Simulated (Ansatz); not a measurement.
Born–Oppenheimer molecular dynamics of C2H3F2NSi (9 atoms, charge 0, multiplicity 1). It starts from a relaxed structure.

These are results of Ansatz 0.2.0, UKS PBE0/STO-3G, not measurements.

```
ensemble                      : NVE (velocity Verlet)
time step                     : 0.5 fs
steps asked                   : 146
starting velocities drawn for : 1500 K
seed                          : 747367
```

First frame:

```xyz
9
Properties=species:S:1:pos:R:3
C -1.234 -1.155 1.347
C -0.563 -0.780 0.274
N 0.032 -0.532 -0.795
Si 1.054 0.928 -1.040
F 0.785 2.051 0.104
F 0.610 1.573 -2.463
H -2.268 -0.847 1.497
H -0.764 -1.773 2.112
H 2.437 0.490 -1.054
```

(1) How far do the bonds stretch over the last three quarters of this one trajectory? (Pairs bonded in most of those frames.)

Results:

(1) 
| bond | mean (Å) | spread (Å) | shortest | longest |
| --- | --- | --- | --- | --- |
| C1–C2 | 1.331 | 0.046 | 1.27 | 1.41 |
| C1–H7 | 1.097 | 0.032 | 1.04 | 1.16 |
| C1–H8 | 1.097 | 0.021 | 1.05 | 1.14 |
| C2–N3 | 1.262 | 0.046 | 1.18 | 1.33 |
| N3–Si4 | 1.835 | 0.088 | 1.69 | 1.95 |
| Si4–F5 | 1.638 | 0.024 | 1.60 | 1.67 |
| Si4–F6 | 1.631 | 0.007 | 1.62 | 1.64 |
| Si4–H9 | 1.470 | 0.083 | 1.34 | 1.58 |

Mean temperature of the second half: 782 K. The conserved energy stayed within 0.84 meV per atom of its start (net change 0.7 meV per atom), so the integration is sound. The temperature averaged 0.52 of the 1500 K drawn at the start: a run that starts near a minimum puts about half its kinetic energy into the potential. A run of 0.073 ps of so small a system gives no equilibrium averages. Limits of this set-up: minimal basis.

Run time: 6.7 min on 1 thread of Arm Neoverse V2, with other jobs on the host, peak memory 0.21 GiB.
